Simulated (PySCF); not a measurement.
## C₆ coefficients of unlike pairs at LC-wPBE

Calculated with PySCF 2.14 from the dipole response of each species, C₆(A,B) = (3/π) ∫ α_A(iu) α_B(iu) du, in atomic units, from isotropic polarisabilities. For ions this is the dispersion term alone; charge-induced terms of lower order in 1/R come first.

```json
{"species": "B²⁺", "configuration": "[He] 2s1 (2S)", "basis": "dyall-av2z (11s7p2d)", "relativity": "none", "α (bohr³)": "7.296", "C₆ (like pair)": "9.870"}
{"species": "B⁻", "configuration": "[He] 2s2 2p2 (3P)", "basis": "aug-cc-pVQZ with one added diffuse shell each of s, p, d, f, g type (7s6p5d4f3g)", "relativity": "none", "α (bohr³)": "179.0", "C₆ (like pair)": "1837"}
{"species": "Sr", "configuration": "[Kr] 5s2 (1S)", "basis": "aug-cc-pVDZ-X2C (7s6p4d)", "relativity": "spin-free X2C", "α (bohr³)": "221.6", "C₆ (like pair)": "3801"}
{"species": "Si", "configuration": "[Ne] 3s2 3p2 (3P)", "basis": "x2c-TZVPPall with one added diffuse shell each of s, p, d type (6s6p4d1f)", "relativity": "spin-free X2C", "α (bohr³)": "37.34", "C₆ (like pair)": "302.1"}
```

**Question.** Estimate C₆ for Si with B⁻.

**Answer.** The integral gives 657.2. The combination rule 2 C_A C_B / (C_A α_B/α_A + C_B α_A/α_B) gives 605.9 and the geometric mean 744.9.

No spin-orbit coupling is included.

The other pairs:

```tsv
pair	C₆
Si, Sr	956.3
Si, B²⁺	54.44
Sr, B²⁺	178.3
Sr, B⁻	2627
B⁻, B²⁺	122.4
```
